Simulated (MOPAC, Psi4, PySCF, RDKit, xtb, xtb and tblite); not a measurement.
Two geometries of C2H6N2, SMILES C(=C/N)/N, relaxed at GFN2-xTB with one dihedral held; other torsions can differ between them too.

Structure A

```
10

N     -1.3168    -0.3894     0.5101
C     -0.7198     0.8488     0.2060
C     -1.0396     1.6114    -0.8386
N     -1.9107     1.2316    -1.8768
H     -0.7489    -0.9566     1.1226
H     -1.5792    -0.9098    -0.3163
H     -0.0178     1.2129     0.9392
H     -0.5504     2.5623    -0.9777
H     -2.3245     2.0240    -2.3470
H     -2.6292     0.5925    -1.5628
```

Structure B

```
10

N     -0.6143     2.7944    -2.2648
C     -0.4888     2.0779    -1.0591
C     -1.4008     1.2693    -0.5214
N     -2.6185     0.8849    -1.1111
H      0.2438     2.7957    -2.8004
H     -1.3677     2.4412    -2.8418
H      0.4339     2.2639    -0.5322
H     -1.2001     0.8048     0.4313
H     -2.9735     1.5631    -1.7718
H     -3.3271     0.6541    -0.4295
```

**Question.** Which is lower in energy at the level DF-MP2 (frozen core)/cc-pVTZ // GFN2-xTB (Psi4 1.11), and by how much?

**Answer.** A is lower, by 0.90 kcal/mol (dihedral H5–N1–C2–C3: 160° in A, -140° in B).

E(B) − E(A) in kcal/mol at the other levels, on the same two geometries: GFN2-xTB (xtb and tblite) 0.24; MMFF94 // GFN2-xTB (RDKit) -0.15; PBE0/def2-TZVP // GFN2-xTB (Psi4) 0.87; PBE0-D3(BJ)/def2-TZVP // GFN2-xTB (Psi4) 0.87; PBE/def2-TZVP // GFN2-xTB (Psi4) 0.90; PBE-D3(BJ)/def2-TZVP // GFN2-xTB (Psi4) 0.90; HF/cc-pVTZ // GFN2-xTB (Psi4) 0.67; UFF // GFN2-xTB (RDKit) 2.89; AM1, restricted, heats of formation // GFN2-xTB (MOPAC) 0.02; PM7, restricted, heats of formation // GFN2-xTB (MOPAC) 0.50; GFN1-xTB // GFN2-xTB (xtb) 0.26; restricted B3LYP/6-31G*, spherical d // GFN2-xTB (PySCF) 0.78; restricted Hartree-Fock/6-31G*, spherical d // GFN2-xTB (PySCF) 0.64; restricted Hartree-Fock/LANL2DZ // GFN2-xTB (PySCF) 1.36.
